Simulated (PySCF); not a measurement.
```xyz
3
charge 0 multiplicity 2, angstrom
Ga    0.0000   -0.5507    0.0000
Cl    0.0000    0.5406    1.8586
Cl    0.0000    0.5406   -1.8586
```

These are results of UwB97X/[Ga def2-TZVP, Cl def2-TZVP], no relativity, density fitting, PySCF, not measurements.

This geometry of GaCl₂ is a stationary point at this level.

What is the point group?

C2v.

Is it a minimum?

Yes: all harmonic wavenumbers are real.

Which band is strongest in the infrared?

427 cm⁻¹ (b2), 110 km/mol.

Give the atomic charges and bond orders.


```json
{"atom": "Ga1", "Mulliken": "0.45", "Löwdin": "-0.33", "polar tensor": "1.06", "spin (Mulliken)": "0.69", "Mayer order to Ga1": "–"}
{"atom": "Cl2,3", "Mulliken": "-0.22", "Löwdin": "0.17", "polar tensor": "-0.53", "spin (Mulliken)": "0.16", "Mayer order to Ga1": "1.14"}
```

Only a few start shapes were tried, so a lower isomer may exist.
